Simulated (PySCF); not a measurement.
Basis-set dependence of population analyses: `C[SiH2]O[SiH3]`

Species: CH8OSi2.
Structure used (PBE0-D3(BJ)/def2-SVP), in Å, numbered top down from 1:
```xyz
12
CH8OSi2 angstrom
C      1.987   -0.522    0.327
Si     0.766    0.685   -0.408
O     -0.768    0.344    0.106
Si    -2.157   -0.230    0.771
H      1.752   -1.555    0.026
H      3.009   -0.291   -0.016
H      1.977   -0.472    1.426
H      0.793    0.606   -1.901
H      1.104    2.081    0.004
H     -1.867   -1.409    1.644
H     -2.801    0.835    1.597
H     -3.102   -0.649   -0.306
```

PBE0 throughout (PySCF), one geometry, spherical d and f functions. Isolated species at its PBE0-D3(BJ)/def2-SVP geometry, gas phase. Atoms taken as equivalent share a column and are averaged.

Mulliken charges (e):

| basis | functions | C1 | Si2 | O3 | Si4 | H5/H6/H7 | H8/H9 | H10/H11/H12 |
| --- | --- | --- | --- | --- | --- | --- | --- | --- |
| STO-3G | 36 | -0.412 | +0.761 | -0.562 | +0.680 | +0.072 | -0.138 | -0.136 |
| 6-31G | 60 | -0.845 | +1.034 | -1.004 | +0.885 | +0.200 | -0.139 | -0.131 |
| pcSseg-0 | 60 | -1.224 | +1.191 | -1.062 | +0.861 | +0.263 | -0.109 | -0.112 |
| 6-31G* | 80 | -0.782 | +0.724 | -0.657 | +0.587 | +0.201 | -0.100 | -0.091 |
| cc-pVDZ | 104 | -0.277 | +0.510 | -0.510 | +0.448 | +0.068 | -0.081 | -0.071 |
| def2-SVP | 104 | -0.385 | +0.673 | -0.581 | +0.588 | +0.080 | -0.111 | -0.104 |
| 6-311+G(2d,p) | 172 | -0.728 | +0.964 | -1.127 | +0.790 | +0.163 | -0.082 | -0.075 |
| aug-cc-pVDZ | 172 | +0.375 | +0.356 | -1.071 | -0.170 | -0.223 | +0.256 | +0.222 |
| def2-TZVP | 184 | -0.500 | +0.356 | -0.358 | +0.267 | +0.142 | -0.043 | -0.035 |
| IGLO-III | 238 | -0.634 | +0.926 | -0.620 | +0.847 | +0.142 | -0.196 | -0.185 |
| cc-pVTZ | 240 | -0.381 | +0.342 | -0.315 | +0.254 | +0.106 | -0.051 | -0.039 |

IAO charges (e):

```csv
basis,functions,C1,Si2,O3,Si4,H5/H6/H7,H8/H9,H10/H11/H12
STO-3G,36,-0.664,+0.908,-0.723,+0.788,+0.132,-0.138,-0.143
6-31G,60,-0.735,+0.881,-0.803,+0.711,+0.166,-0.115,-0.107
pcSseg-0,60,-0.743,+0.897,-0.803,+0.709,+0.164,-0.119,-0.106
6-31G*,80,-0.736,+1.000,-0.861,+0.846,+0.158,-0.149,-0.142
cc-pVDZ,104,-0.732,+0.994,-0.858,+0.837,+0.157,-0.147,-0.139
def2-SVP,104,-0.727,+1.010,-0.856,+0.855,+0.154,-0.154,-0.146
"6-311+G(2d,p)",172,-0.757,+1.030,-0.886,+0.873,+0.162,-0.154,-0.146
aug-cc-pVDZ,172,-0.745,+0.996,-0.867,+0.837,+0.161,-0.146,-0.137
def2-TZVP,184,-0.760,+1.042,-0.890,+0.884,+0.162,-0.158,-0.149
IGLO-III,238,-0.760,+1.039,-0.889,+0.881,+0.162,-0.157,-0.148
cc-pVTZ,240,-0.758,+1.028,-0.883,+0.869,+0.163,-0.154,-0.145
```

Hirshfeld charges (e):

| basis | functions | C1 | Si2 | O3 | Si4 | H5/H6/H7 | H8/H9 | H10/H11/H12 |
| --- | --- | --- | --- | --- | --- | --- | --- | --- |
| STO-3G | 36 | -0.135 | +0.480 | -0.355 | +0.454 | +0.012 | -0.097 | -0.095 |
| 6-31G | 60 | -0.196 | +0.413 | -0.365 | +0.396 | +0.047 | -0.082 | -0.075 |
| pcSseg-0 | 60 | -0.201 | +0.436 | -0.342 | +0.414 | +0.041 | -0.089 | -0.084 |
| 6-31G* | 80 | -0.195 | +0.387 | -0.312 | +0.375 | +0.048 | -0.084 | -0.077 |
| cc-pVDZ | 104 | -0.206 | +0.402 | -0.296 | +0.379 | +0.047 | -0.088 | -0.081 |
| def2-SVP | 104 | -0.210 | +0.408 | -0.293 | +0.386 | +0.047 | -0.090 | -0.084 |
| 6-311+G(2d,p) | 172 | -0.212 | +0.414 | -0.325 | +0.393 | +0.047 | -0.085 | -0.081 |
| aug-cc-pVDZ | 172 | -0.222 | +0.418 | -0.327 | +0.391 | +0.049 | -0.084 | -0.080 |
| def2-TZVP | 184 | -0.216 | +0.408 | -0.312 | +0.384 | +0.049 | -0.085 | -0.080 |
| IGLO-III | 238 | -0.219 | +0.405 | -0.310 | +0.379 | +0.048 | -0.083 | -0.078 |
| cc-pVTZ | 240 | -0.216 | +0.406 | -0.307 | +0.382 | +0.049 | -0.085 | -0.080 |

Some averages cover members that differ in this geometry, most widely: H5/H6/H7, Mulliken in aug-cc-pVDZ -0.293 to -0.188 e.

Q: Which scheme is steadiest as the basis changes?

A: Largest range over the bases for any column: Hirshfeld 0.09 e, IAO 0.17 e, Mulliken 1.60 e. Hirshfeld charges move least and Mulliken charges most, counted in e. Without the minimal STO-3G basis the ranges are Hirshfeld 0.07, IAO 0.17, Mulliken 1.60 e.

Q: How much do the charges still move between the two largest bases, IGLO-III and cc-pVTZ?

A: At most, over all atoms: Mulliken 0.593 e, IAO 0.012 e, Hirshfeld 0.003 e.

Q: What do the same runs give for the total energy, the frontier levels and the dipole moment?

A: 
```tsv
basis	energy (Eh)	HOMO (eV)	LUMO (eV)	μ (D)
STO-3G	-688.5637	-3.72	6.23	0.44
6-31G	-696.6610	-8.01	0.57	1.12
pcSseg-0	-695.8483	-8.19	0.68	0.90
6-31G*	-696.7767	-8.26	0.53	0.98
cc-pVDZ	-696.8084	-8.27	0.55	0.99
def2-SVP	-696.5499	-8.35	0.66	0.96
6-311+G(2d,p)	-696.8796	-8.44	-0.14	0.95
aug-cc-pVDZ	-696.8191	-8.36	-0.21	0.92
def2-TZVP	-696.8990	-8.45	0.11	0.93
IGLO-III	-696.8996	-8.44	0.24	0.92
cc-pVTZ	-696.8952	-8.42	0.24	0.94
```

The dipole is fixed by the density alone, so its range of 0.68 D shows that the density itself changes with the basis, not only its division among atoms.
